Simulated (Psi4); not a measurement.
H2O2Zn (SMILES [OH][Zn][OH]), singlet, at a GFN2-xTB geometry (such geometries of metal compounds can be far from the true shape), with bond 5-4 at 2.0 times its length; BLYP/6-31G (Psi4).

Input for Psi4:
```
memory 2 GB

molecule mol {
0 1
  Zn   -0.000436    0.169482    0.031072
  O     1.253232   -0.157725   -1.081838
  H     1.826601    0.515612   -1.441727
  O    -1.251444   -0.537476    0.954383
  H    -2.404212    0.460556    2.104029
}

set basis 6-31g
set reference rks
set dft_radial_points 150

energy('blyp')
print_variables()
```

Q: Write the output that Psi4 gives for this input, abridged.

A: 
```
   => Loading Basis Set <=

    Name: 6-31G
    Role: ORBITAL
    Keyword: BASIS

         ---------------------------------------------------------
                                   SCF
               by Justin Turney, Rob Parrish, Andy Simmonett
                          and Daniel G. A. Smith
                              RKS Reference
         ---------------------------------------------------------

  ==> Geometry <==

    Molecular point group: c1
    Full point group: C1

    Geometry (in Angstrom), charge = 0, multiplicity = 1:

       Center              X                  Y                   Z               Mass
    ------------   -----------------  -----------------  -----------------  -----------------
         ZN           0.005500664843     0.162344945255     0.024789655882    63.929142010000
         O            1.259168664843    -0.164862054745    -1.088120344118    15.994914619570
         H            1.832537664843     0.508474945255    -1.448009344118     1.007825032230
         O           -1.245507335157    -0.544613054745     0.948100655882    15.994914619570
         H           -2.398275335157     0.453418945255     2.097746655882     1.007825032230

  Running in c1 symmetry.

  Rotational constants: A =      2.55048  B =      0.16861  C =      0.15815 [cm^-1]
  Rotational constants: A =  76461.59054  B =   5054.74597  C =   4741.30626 [MHz]
  Nuclear repulsion =  179.466746507076437

  Charge       = 0
  Multiplicity = 1
  Electrons    = 48
  Nalpha       = 24
  Nbeta        = 24

  ==> Algorithm <==

  SCF Algorithm Type is DF.
  DIIS enabled.
  MOM disabled.
  Fractional occupation disabled.
  Guess Type is SAD.
  Energy threshold   = 1.00e-06
  Density threshold  = 1.00e-06
  Integral threshold = 1.00e-12

  ==> Primary Basis <==

  Basis Set: 6-31G
    Blend: 6-31G
    Number of shells: 25
    Number of basis functions: 51
    Number of Cartesian functions: 51
    Spherical Harmonics?: false
    Max angular momentum: 2

  ==> DFT Potential <==

   => LibXC <=

    Version 7.1.2
    S. Lehtola, C. Steigemann, M. J. T. Oliveira, and M. A. L. Marques,  SoftwareX 7, 1–5 (2018) (10.1016/j.softx.2017.11.002)

   => Composite Functional: BLYP <=

    BLYP GGA Exchange-Correlation Functional

    P.J. Stephens et. al., J. Phys. Chem., 98, 11623-11627, 1994
    B. Miehlich et. al., Chem. Phys. Lett., 157(3), 200-206 1989

    Deriv               =              1
    GGA                 =           TRUE
    Meta                =          FALSE

    Exchange Hybrid     =          FALSE
    MP2 Hybrid          =          FALSE

   => Exchange Functionals <=

    1.0000     XC_GGA_X_B88

   => Correlation Functionals <=

    1.0000     XC_GGA_C_LYP

   => LibXC Density Thresholds  <==

    XC_GGA_C_LYP:  1.00E-14
    XC_GGA_X_B88:  1.00E-15

   => Molecular Quadrature <=

    Radial Scheme          =       TREUTLER
    Pruning Scheme         =           NONE
    Nuclear Scheme         =       TREUTLER

    Blocking Scheme        =         OCTREE
    BS radius alpha        =              1
    Pruning alpha          =              1
    Radial Points          =            150
    Spherical Points       =            302
    Total Points           =         217924
    Total Blocks           =           1638
    Max Points             =            256
    Max Functions          =             50
    Weights Tolerance      =       1.00E-15

   => Loading Basis Set <=

    Name: (6-31G AUX)
    Role: JKFIT
    Keyword: DF_BASIS_SCF

  ==> Integral Setup <==

  SCF_SUBTYPE=INCORE selected. In-core MEM_DF algorithm will be used.
  Using in-core AOs.

  ==> MemDFJK: Density-Fitted J/K Matrices <==

    J tasked:                   Yes
    K tasked:                    No
    wK tasked:                   No
    Algorithm:                 Core
    Schwarz Cutoff:           1E-12
    Mask sparsity (%):       1.9992
    Fitting Condition:        1E-10

   => Auxiliary Basis Set <=

  Basis Set: (6-31G AUX)
[...]
    Max angular momentum: 6

  Minimum eigenvalue in the overlap matrix is 1.0826807230E-03.
  Reciprocal condition number of the overlap matrix is 2.4914002060E-04.
    Using symmetric orthogonalization.

  ==> Pre-Iterations <==

  SCF Guess: Superposition of Atomic Densities via on-the-fly atomic UHF (no occupation information).

   -------------------------
    Irrep   Nso     Nmo
   -------------------------
     A         51      51
   -------------------------
    Total      51      51
   -------------------------

  ==> Iterations <==

                           Total Energy        Delta E     RMS |[F,P]|

   @DF-RKS iter SAD: -1927.75934838567764   -1.92776e+03   0.00000e+00
   @DF-RKS iter   1: -1927.97142825823562   -2.12080e-01   6.25974e-02 DIIS/ADIIS
   @DF-RKS iter   2: -1884.70093431638725    4.32705e+01   1.37551e-01 ADIIS
   @DF-RKS iter   3: -1928.00038732888288   -4.32995e+01   5.73052e-02 DIIS/ADIIS
   @DF-RKS iter   4: -1929.58925509640017   -1.58887e+00   2.76688e-02 DIIS/ADIIS
   @DF-RKS iter   5: -1930.10154485221119   -5.12290e-01   2.13752e-02 DIIS/ADIIS
   @DF-RKS iter   6: -1928.28850543262047    1.81304e+00   3.17833e-02 DIIS/ADIIS
   @DF-RKS iter   7: -1930.51683121449992   -2.22833e+00   5.81215e-03 DIIS/ADIIS
   @DF-RKS iter   8: -1930.44173497358179    7.50962e-02   8.60651e-03 DIIS/ADIIS
   @DF-RKS iter   9: -1930.59972425777482   -1.57989e-01   1.88075e-03 DIIS/ADIIS
   @DF-RKS iter  10: -1930.60302169426723   -3.29744e-03   1.33414e-03 DIIS/ADIIS
   @DF-RKS iter  11: -1930.60441941463523   -1.39772e-03   1.09228e-03 DIIS/ADIIS
   @DF-RKS iter  12: -1930.60439314026439    2.62744e-05   1.07663e-03 DIIS/ADIIS
   @DF-RKS iter  13: -1930.60587624128789   -1.48310e-03   5.66263e-04 DIIS/ADIIS
   @DF-RKS iter  14: -1930.60645160173181   -5.75360e-04   6.87784e-05 DIIS
   @DF-RKS iter  15: -1930.60645921259925   -7.61087e-06   1.20719e-05 DIIS
   @DF-RKS iter  16: -1930.60645943700888   -2.24410e-07   7.74003e-07 DIIS
  Energy and wave function converged.

  ==> Post-Iterations <==

   Electrons on quadrature grid:
      Ntotal   =   47.9999959798 ; deviation = -4.020e-06

    Orbital Energies [Eh]
    ---------------------

    Doubly Occupied:

[...]
    Virtual:

[...]
    Final Occupation by Irrep:
              A
    DOCC [    24 ]
    NA   [    24 ]
    NB   [    24 ]

  @DF-RKS Final Energy: -1930.60645943700888

   => Energetics <=

    Nuclear Repulsion Energy =            179.4667465070764365
    One-Electron Energy =               -3047.8235227712848427
    Two-Electron Energy =                1026.7368288819254758
    DFT Exchange-Correlation Energy =     -88.9865120547259636
    Empirical Dispersion Energy =           0.0000000000000000
    VV10 Nonlocal Energy =                  0.0000000000000000
    Total Energy =                      -1930.6064594370088798

Computation Completed

Properties will be evaluated at   0.000000,   0.000000,   0.000000 [a0]

Properties computed using the SCF density matrix

 Multipole Moments:

 ------------------------------------------------------------------------------------
     Multipole            Electronic (a.u.)      Nuclear  (a.u.)        Total (a.u.)
 ------------------------------------------------------------------------------------

 L = 1.  Multiply by 2.5417464519 to convert [e a0] to [Debye]
 Dipole X            :          0.6858698           -0.5507174            0.1351524
 Dipole Y            :          1.0714694            0.2956313            1.3671007
 Dipole Z            :         -0.3823085            0.5164045            0.1340960
 Magnitude           :                                                    1.3802943

 ------------------------------------------------------------------------------------

  Variable Map:
  ----------------------------------------------------------------------------
[...]
  Array Variable Map:
  ----------------------------------------------------------------------------
[...]
[...]
```
